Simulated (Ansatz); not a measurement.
C2H6Cd, charge +1, doublet, geometry from GFN2-xTB (such geometries of metal compounds can be far from the true shape) (a state made from the parent by changing its charge; the spin is typed, not shown lowest) (core potentials on Cd); B3LYP5/def2-SVP (Ansatz, a program for electronic structure).

The Ansatz input:
Ansatz 0.2 input:
```yaml
crystal:
  periodic: [false, false, false]
  atoms:
    - {symbol: Cd, position_ang: [-0.00037268, 0.00343970, 0.00023157]}
    - {symbol: C, position_ang: [1.73182186, 0.27276271, -1.39398400]}
    - {symbol: H, position_ang: [2.38256325, -0.58009537, -1.20848620]}
    - {symbol: H, position_ang: [2.17886356, 1.22547614, -1.11533101]}
    - {symbol: H, position_ang: [1.29760715, 0.27539917, -2.39231866]}
    - {symbol: C, position_ang: [-1.72996139, -0.28993399, 1.39282796]}
    - {symbol: H, position_ang: [-2.18648018, -1.22965941, 1.08664593]}
    - {symbol: H, position_ang: [-2.37381884, 0.57386956, 1.23647050]}
    - {symbol: H, position_ang: [-1.29200896, -0.32706786, 2.38884011]}
basis:
  gaussian:
    orbitals: def2-SVP
hamiltonian:
  xc: b3lyp5
total_charge: 1
magnetization: {spin_polarized: true, initial_magnetization: 1}
```

The log (banner, timings and long lists left out):

```
Functional definition: B3LYP5
940 factors; integrals over basis functions are off by at most 1.0e-3 eV
mean field evaluation 1: about -6699.1998 eV, gradient 6.5e1 eV
mean field evaluation 2: about -6679.7044 eV, gradient 8.3e1 eV
mean field evaluation 4: about -6723.2590 eV, gradient 2.6e0 eV
mean field evaluation 8: about -6723.4539 eV, gradient 1.9e-1 eV
mean field evaluation 16: about -6723.4543 eV, gradient 1.4e-4 eV
mean field evaluation 32: about -6721.5929 eV, gradient 1.1e0 eV
mean field -6723.45433724 eV, -247.0823895727 hartree, gradient 2.6e-5 eV, S^2 0.775708; 2 other end points of the search recorded, 0 dependent functions left out
reference -6723.45458461 eV, -247.0823986632 hartree; 19, 18 occupied and 70, 71 virtual orbitals, 940 factors
Total energy: -6723.45458461 eV, -247.0823986632 hartree
```
